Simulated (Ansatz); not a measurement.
Two isomers of C2H6OSn: A = `C[C](=O)[SnH3]`, B = `C=C[O][SnH3]`.

Program: Ansatz. Geometries: PBE0-D4/def2-TZVP. ΔE: electronic, gas phase. CCSD(T)/CBS adds triple-zeta CCSD(T) − MP2 to the extrapolated MP2 energy (def2 sets, frozen cores). DFT in def2-TZVPP. B3LYP here is the variant with VWN-RPA as its local correlation; programs differ in this. Elements past krypton have def2 core potentials. For Sn outer-core shells are correlated without core-valence functions, which leaves a few kJ/mol of doubt a bond. One conformer a species, not always the lowest.

A:

```xyz
10

C     0.718   -1.399   -0.236
C     0.765   -0.033    0.385
O     1.694    0.355    1.038
Sn   -0.976    1.312    0.063
H    -0.161   -1.936    0.135
H     0.594   -1.302   -1.319
H     1.626   -1.961   -0.009
H    -0.658    2.777    0.871
H    -2.399    0.593    0.680
H    -1.203    1.594   -1.608
```

B:

```xyz
10

C     1.348    0.773    0.513
C     0.090    1.196    0.627
O    -1.028    0.588    0.219
Sn   -0.999   -1.180   -0.695
H     2.156    1.381    0.895
H     1.615   -0.170    0.046
H    -0.124    2.151    1.106
H    -0.306   -2.305    0.379
H    -2.656   -1.427   -0.962
H    -0.096   -1.006   -2.128
```

**Question.** Which isomer does CCSD(T)/CBS put lower? Give the gap. (Estimate.)

**Answer.** Computed: B, by 3.3 kcal/mol.

**Question.** Give E(B) − E(A) in kcal/mol with PBE-D4, B3LYP-D4, PBE0-D4, MP2/def2-TZVPP, HF/def2-TZVPP, B3LYP, r2SCAN-D4. (Best estimate.)

**Answer.** Ansatz gave: PBE-D4 0.8, B3LYP-D4 -1.5, PBE0-D4 -0.5, MP2/def2-TZVPP -2.2, HF/def2-TZVPP -3.4, B3LYP -1.1, r2SCAN-D4 -1.3. The order is the other way round with PBE-D4.

Largest T1 diagnostic: 0.015.

In def2-TZVPP, CCSD(T) changes the Hartree–Fock value by +1.6 kcal/mol (the triples alone add +0.2 kcal/mol) and MP2 by +1.3 kcal/mol. From PBE to PBE0 (25 % exact exchange), in def2-TZVPP and without D4, E(B) − E(A) moves by −1.3 kcal/mol.
